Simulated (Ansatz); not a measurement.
Computed with Ansatz on PBE0-D4/def2-TZVP structures; ΔE is electronic, products minus reactants. CCSD(T)/CBS is the MP2 limit (def2-TZVPP, def2-QZVPP) plus CCSD(T) − MP2 in def2-TZVPP, frozen cores. This one scheme is used for every species. Functionals use def2-TZVPP. HSE06 is defined as in plane-wave codes. Each species was taken in one conformer, which may not be the lowest.

`C[SiH2]C(N)=O` + `F[SiH](F)F` → `C[SiH2][Si](F)(F)F` + `NC=O`  (formal exchange of groups at the Si–C bond)

```json
{"level": "BLYP-D4", "ΔE (kJ/mol)": "-8.6", "difference from CCSD(T)/CBS": "-7.0"}
{"level": "r2SCAN-D4", "ΔE (kJ/mol)": "-7.3", "difference from CCSD(T)/CBS": "-5.7"}
{"level": "r2SCAN", "ΔE (kJ/mol)": "-7.2", "difference from CCSD(T)/CBS": "-5.6"}
{"level": "PBE0", "ΔE (kJ/mol)": "-14.4", "difference from CCSD(T)/CBS": "-12.8"}
{"level": "r2SCAN0", "ΔE (kJ/mol)": "-7.5", "difference from CCSD(T)/CBS": "-5.9"}
{"level": "HSE06", "ΔE (kJ/mol)": "-14.1", "difference from CCSD(T)/CBS": "-12.5"}
{"level": "RPA@PBE/def2-TZVPP", "ΔE (kJ/mol)": "0.1", "difference from CCSD(T)/CBS": "1.7"}
{"level": "MP2/def2-SVP", "ΔE (kJ/mol)": "-0.2", "difference from CCSD(T)/CBS": "1.4"}
{"level": "CCSD/def2-SVP", "ΔE (kJ/mol)": "-5.4", "difference from CCSD(T)/CBS": "-3.8"}
{"level": "CCSD(T)/def2-SVP", "ΔE (kJ/mol)": "-4.0", "difference from CCSD(T)/CBS": "-2.4"}
{"level": "CCSD(T)/CBS", "ΔE (kJ/mol)": "-1.6", "difference from CCSD(T)/CBS": "0"}
```

Largest T1 diagnostic among the species: 0.016.

From BLYP to BHLYP (50 % exact exchange), in def2-TZVPP and without D4, ΔE moves by +3.9 kJ/mol. Leaving LDA and LC-ωPBE aside and taking each functional with its dispersion term where it has one, the values, not all of them listed here, spread over 14.4 kJ/mol, from PBE-D4 to ωB97M-V. LDA lies +5.0 kJ/mol from PBE without D4.
